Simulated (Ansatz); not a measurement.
Species: CH₈Si₃, SMILES `[SiH2]=[SiH]C[SiH3]` (Si–Si–C–Si torsion 71°) with one electron removed (charge 1, multiplicity 2), formula CH8Si3.

Question: How many basis functions does frozen-core CCSD(T)/cc-pVTZ // PBE0-D3(BJ)/def2-TZVP (Ansatz, a program for electronic structure) use, how many core orbitals are frozen, and how many electrons are correlated?

Answer: 244 basis functions and 16 frozen orbitals, which leaves 23 correlated electrons. Core time is of the order of minutes.
